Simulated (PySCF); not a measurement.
# Electron correlation in Tb⁵¹⁺ (terbium, charge +51)

[Ne] 3s2 3p2, high-spin 3P determinant. All numbers are calculated (PySCF 2.14, scalar relativity by spin-free X2C-1e, in an uncontracted even-tempered set (17 s from 12 bohr⁻², ratio 2.5; 12 p from 15 bohr⁻², ratio 2.5; 4 d from 60 bohr⁻², ratio 2.7; 4 f from 90 bohr⁻², ratio 2.7)). Frozen: 1s2; 12 electrons correlated; the 20 highest virtual orbitals of each spin left out.

```json
{"level": "CCSD", "correlation energy (mhartree)": "-534.58"}
{"level": "(T)", "correlation energy (mhartree)": "-0.64"}
{"level": "CCSD(T)", "correlation energy (mhartree)": "-535.22"}
```

Diagnostics: T1 = 0.00040, D1 = 0.0018, largest double amplitude 0.040.

Question: Is a single reference adequate?

Answer: Yes, within this model without spin-orbit coupling: T1 lies below 0.03 and no double amplitude reaches 0.07.

At this charge the one-electron X2C treatment keeps the bare 1/r₁₂, with no two-electron picture change or Breit term. The effect here is smaller than on the frozen 1s shell; and a scalar Hamiltonian misses the large spin-orbit splitting of the p shells, which matters for ns² → np² pairs.

Spin-orbit coupling is strong in this species, so the high-spin LS determinant is a model state.
